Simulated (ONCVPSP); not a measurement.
## silver (Ag): variants of one ONCV potential

Base potential:

* Element: silver (Ag)
* Generator: ONCVPSP 4.0.1
* Type: optimised norm-conserving Vanderbilt (ONCV)
* Functional: PBEsol
* Relativity: scalar-relativistic
* Frozen core: [Ar] 3d10
* Valence charge: 19
* Reference configuration: 4s2 4p6 4d10 5s1
* Partial waves: 4s+5s: rc 1.55 bohr, ncon 4, nbas 8, qcut 6.4 1/bohr, 2 projectors; 4p: rc 1.65 bohr, ncon 4, nbas 9, qcut 10 1/bohr, 1 projector; 4d: rc 1.75 bohr, ncon 4, nbas 9, qcut 8.7 1/bohr, 2 projectors, debl 1.6 Ha
* Local potential: polynomial inside 1.05 bohr (lpopt 3, dvloc0 6 Ha)
* Core correction: Teter function fitted to the true core (icmod 2), fcfact 0.25

Cutoffs, loose and tight: the cutoffs (Ha) at which the residual kinetic energy of the hardest occupied pseudo-wave falls to 1 and 0.1 mHa per electron. They do not see the model core or the augmentation charge, which bear on the density cutoff. Test errors are all-electron minus pseudo excitation energies from the reference, over the configurations 4s2 4p6 4d10 5s0; 4s2 4p6 4d9 5s0; 4s2 4p6 4d8 5s0; 4s2 4p6 4d9 5s1 5p1. A dash means not determined; rows that change the core or the reference have their own tests.

1 further variants are left out, since the program set their typed debl aside.

```csv
change,outcome,"cutoff, loose","cutoff, tight",bound ghosts,GHOST(+) flags above zero,largest test error (meV)
base,generated,27 Ha,32 Ha,none,none,+41
"local potential polynomial inside 1.05 bohr (lpopt 3, dvloc0 4 Ha)",generated,27 Ha,32 Ha,none,none,+70
"core correction Teter function fitted to the true core (icmod 2), fcfact 0.52",generated,27 Ha,32 Ha,none,none,+41
d: qcut 9.4,generated,29 Ha,34 Ha,none,none,+41
"all radii but the core radius scaled by about 1.11 (s 1.72, p 1.84, d 1.94 bohr); local potential polynomial inside 1.16 bohr (lpopt 3, dvloc0 6 Ha)",generated,25 Ha,29 Ha,none,none,+76
"core correction polynomial model core, fcfact 0.6",generated,27 Ha,32 Ha,none,none,+41
```

What comes out with this change to the base: d: qcut 8?

outcome: generated; cutoff, loose: 25 Ha; cutoff, tight: 29 Ha; bound ghosts: none; GHOST(+) flags above zero: none; largest test error (meV): +42.
